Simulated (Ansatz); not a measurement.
`CB[CH2][AlH2]` + `BN[SiH2][SiH3]` → `BN(C)[SiH2][SiH3]` + `B[CH2][AlH2]` at 400 K and 1 bar (substitution at a C–B bond).

Program: Ansatz. Geometries: PBE0-D4/def2-TZVP. ΔE: electronic, gas phase. CBS: MP2 limit from def2 TZ/QZ plus the TZ coupled-cluster correction, frozen cores. Each species was taken in one conformer, which may not be the lowest.

```csv
species,CCSD(T)/CBS energy (Eh),H − E (kJ/mol),S (J/(mol·K))
`CB[CH2][AlH2]`,-347.72419,266.9,385.6
`BN[SiH2][SiH3]`,-662.50812,246.9,394.0
`BN(C)[SiH2][SiH3]`,-701.75815,326.7,421.8
`B[CH2][AlH2]`,-308.44554,185.2,337.5
```

H − E and S are ideal-gas, rigid-rotor, harmonic terms from PBE0-D4/def2-TZVP, for one conformer and one mirror image of each species. 1 Eh = 2625.50 kJ/mol, R = 8.31446 J/(mol·K).

By hand: ΔE, ΔH, ΔS and ΔG.

ΔE = (-701.75815) + (-308.44554) − (-347.72419) − (-662.50812) = 0.02862 Eh = 75.1 kJ/mol. Δ(H − E) = 326.7 + 185.2 − 266.9 − 246.9 = -1.9, so ΔH = 73.2 kJ/mol. ΔS = 421.8 + 337.5 − 385.6 − 394.0 = -20.3 J/(mol·K). ΔG = 73.2 − 400 × (-20.3)/1000 = 81.3 kJ/mol.

By hand: the equilibrium constant, and the temperature at which ΔG would vanish if ΔH and ΔS stayed fixed.

log₁₀ K = −ΔG/(RT ln 10) = -10.6. ΔH and −TΔS have one sign here, so there is no such temperature.

ΔH outweighs TΔS. A doubt of 5 kJ/mol in ΔE shifts log₁₀ K by 0.7 here. Other conformers and mirror images would add mixing entropy, several J/(mol·K) or more a flexible species. Modes under 60 cm⁻¹, often nearly free rotors, make the harmonic entropy too high. These are equilibria of isolated gas molecules and say nothing of rates. Largest T1 diagnostic: 0.013 (customary marks: 0.02 for closed shells, 0.045 for open ones).
